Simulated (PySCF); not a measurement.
# Computed records: BGeH$_{6}$NSi

Computed with PySCF 2.14.0. Calculation on a computer-drawn molecule: the log of a Hartree-Fock and frozen-core CCSD(T) single point meant for a local Hartree-Fock minimum, with one planted fault or none, to be diagnosed. Offsets are logged minus clean, where the clean run is the same molecule without the fault. The reference is restricted for singlets and unrestricted otherwise, and also for a bond in bohr or an excited solution. Adding or removing an electron swaps singlet and doublet. The excited solution moves the top pair (singlet) or top alpha electron (doublet) to the lowest empty orbital. Highest occupied and lowest empty are orbital energies over both spins, largest force is the largest gradient component, triples share is (T) over the correlation energy, the T1 limit is 0.02 restricted and 0.045 unrestricted, electrons count all cores, a negative frequency is imaginary (commonest isotopes), and the dipole is about the centre of nuclear charge; on germanium a core potential holds 10 electrons, which the energies leave out, and 3d is frozen in MP2 and coupled-cluster steps.

Common to all runs: meant charge 0; meant multiplicity 1; meant basis cc-pV(D+d)Z; meant basis and core potential on germanium cc-pVDZ-PP ECP10MDF; logged electrons 64; logged basis functions 104; logged SCF converged yes; logged spin squared 0; logged CC converged yes; logged SCF stable within its kind yes; possible faults no fault, one electron removed, one electron added, multiplicity raised by two, geometry at a saddle point, SCF held on an excited solution, minimal basis STO-3G, one bond length entered in bohr, all coordinates scaled.

(1) 
```xyz
10
formula=BGeH6NSi logged_highest_occupied=-10.689 logged_lowest_empty=2.9582 logged_largest_force=1.501e-05 logged_lowest_frequency=82.949 logged_T1_diagnostic=0.015705 logged_D1_diagnostic=0.04164 logged_triples_share=0.032915 logged_dipole_magnitude=0.038096 logged_energy_HF=-664.95109 logged_energy_CCSD(T)=-665.46542 planted_fault=no_fault HF_energy_offset_from_clean_run=0 CCSD(T)_energy_offset_from_clean_run=0
N     -2.3328    -1.4249    -1.3368
B     -1.7449    -1.2772    -0.2680
Si    -0.7633    -1.0046     1.4596
Ge     0.8131     0.8035     1.2577
H     -2.8085    -1.5492    -2.1910
H     -1.7442    -0.6982     2.5265
H     -0.0504    -2.2549     1.8097
H      1.8416     0.4932     0.1653
H      1.5526     1.0065     2.5852
H      0.0879     2.1039     0.8961
```

Units: logged_highest_occupied, logged_lowest_empty in eV; logged_largest_force in hartree/bohr; logged_lowest_frequency in cm⁻¹; logged_dipole_magnitude in debye; logged_energy_HF, logged_energy_CCSD(T) in hartree; HF_energy_offset_from_clean_run, CCSD(T)_energy_offset_from_clean_run in kcal/mol.

Drawn bonds:
```csv
atom,other atom,order
1,2,2
2,3,1
3,4,1
1,5,1
3,6,1
3,7,1
4,8,1
4,9,1
4,10,1
```

(2) 
```xyz
10
formula=BGeH6NSi logged_highest_occupied=-10.309 logged_lowest_empty=1.9575 logged_largest_force=0.10278 logged_T1_diagnostic=0.01922 logged_D1_diagnostic=0.053698 logged_triples_share=0.0388 logged_dipole_magnitude=0.67058 logged_energy_HF=-664.87427 logged_energy_CCSD(T)=-665.40991
N     -2.5591    -1.5631    -1.4665
B     -1.9142    -1.4011    -0.2940
Si    -0.8374    -1.1020     1.6012
Ge     0.8919     0.8815     1.3797
H     -3.0809    -1.6994    -2.4035
H     -1.9134    -0.7660     2.7715
H     -0.0553    -2.4736     1.9852
H      2.0202     0.5410     0.1813
H      1.7032     1.1041     2.8359
H      0.0964     2.3079     0.9830
```

Units: logged_highest_occupied, logged_lowest_empty in eV; logged_largest_force in hartree/bohr; logged_dipole_magnitude in debye; logged_energy_HF, logged_energy_CCSD(T) in hartree.

Drawn bonds:
```csv
atom,other atom,order
1,2,2
2,3,1
3,4,1
1,5,1
3,6,1
3,7,1
4,8,1
4,9,1
4,10,1
```

Q: Which fault was planted in the run of BGeH$_{6}$NSi (entry 2)?
A: all coordinates scaled, by +9.7 %

Further results for BGeH$_{6}$NSi (entry 2):

```
HF energy offset from clean run      : 48.21 kcal/mol
CCSD(T) energy offset from clean run : 34.83 kcal/mol
```
